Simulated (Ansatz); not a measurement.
H$_{7}$NOSi$_{3}$ (`N[SiH]1[SiH2]O[SiH2]1`), relaxed with RKS PBE-D4/def2-SVP in Ansatz from a rough embedded geometry. The force threshold is 0.03 eV/Å; the program also tests the step.

Charge 0, multiplicity 1.

Start:

```xyz
12

N     1.170   -1.512   -1.040
Si    0.863   -0.498    0.205
Si   -1.308   -0.082    0.730
O    -1.466    1.180   -0.338
Si    0.189    1.660   -0.245
H     1.072   -2.539   -0.804
H     0.481   -1.417   -1.828
H     1.741   -0.740    1.354
H    -2.243   -1.224    0.418
H    -1.541    0.419    2.159
H     0.377    2.585    0.901
H     0.665    2.167   -1.511
```

```json
{"step": "1", "energy (eV)": "-27258.5336", "largest force (eV/Å)": "4.033", "largest move (Å)": "0.000"}
{"step": "2", "energy (eV)": "-27259.1821", "largest force (eV/Å)": "1.911", "largest move (Å)": "0.193"}
{"step": "3", "energy (eV)": "-27259.3528", "largest force (eV/Å)": "0.367", "largest move (Å)": "0.194"}
{"step": "4", "energy (eV)": "-27259.3663", "largest force (eV/Å)": "0.688", "largest move (Å)": "0.200"}
{"step": "5", "energy (eV)": "-27259.4368", "largest force (eV/Å)": "0.141", "largest move (Å)": "0.200"}
{"step": "6", "energy (eV)": "-27259.4543", "largest force (eV/Å)": "0.181", "largest move (Å)": "0.117"}
{"step": "7", "energy (eV)": "-27259.4788", "largest force (eV/Å)": "0.236", "largest move (Å)": "0.200"}
{"step": "8", "energy (eV)": "-27259.4807", "largest force (eV/Å)": "0.387", "largest move (Å)": "0.195"}
{"step": "9", "energy (eV)": "-27259.4902", "largest force (eV/Å)": "0.107", "largest move (Å)": "0.053"}
{"step": "10", "energy (eV)": "-27259.4935", "largest force (eV/Å)": "0.093", "largest move (Å)": "0.071"}
{"step": "11", "energy (eV)": "-27259.4951", "largest force (eV/Å)": "0.067", "largest move (Å)": "0.053"}
{"step": "12", "energy (eV)": "-27259.4963", "largest force (eV/Å)": "0.029", "largest move (Å)": "0.032"}
```

End:

```xyz
12

N     1.309   -1.609   -1.040
Si    0.740   -0.539    0.219
Si   -1.525   -0.123    0.888
O    -1.294    1.533    0.492
Si    0.222    1.728   -0.282
H     1.602   -2.553   -0.772
H     0.791   -1.643   -1.921
H     1.660   -0.734    1.398
H    -2.626   -0.728    0.050
H    -1.932   -0.246    2.335
H     1.000    2.838    0.374
H     0.052    2.077   -1.740
```

Hardware: 4 threads of a server CPU on a shared host. Wall time 18 s, peak host memory 0.17 GiB.
